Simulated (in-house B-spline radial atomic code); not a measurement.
Configurations of Ar2+, with energies counted from [Ne] 3s2 3p4. Method: scalar-relativistic (X2C) B97-1, spin-polarised, spherical fractional occupations, exact exchange averaged over the configuration, Fermi nucleus of rms radius 3.4274 fm. Calculated with an all-electron radial atomic-structure program (B-spline basis). Shells without spins written out take the highest spin.

Occupations are held fixed; configurations that lie above the ionisation limit could autoionise.

```json
{"configuration": "[Ne] 3s1 3p5", "E - E(ref) (eV)": "15.467", "highest orbital": "3p down", "its <r> (bohr)": "1.487"}
{"configuration": "[Ne] 3s2 3p3 4p1", "E - E(ref) (eV)": "25.291", "highest orbital": "4p up", "its <r> (bohr)": "3.85"}
{"configuration": "[Ne] 3s1 3p4 4f1", "E - E(ref) (eV)": "48.082", "highest orbital": "4f up", "its <r> (bohr)": "5.736"}
```

Problem. Order these further configurations by energy, lowest first.
A. [Ne] 3s2 3p3 3d1
B. [Ne] 3s1 3p4 4s1
C. [Ne] 3s1 3p4 4p1
D. [Ne] 3s1 3p4 4d1

Solution. A (17.841 eV), B (37.075 eV), C (40.674 eV), D (45.393 eV).
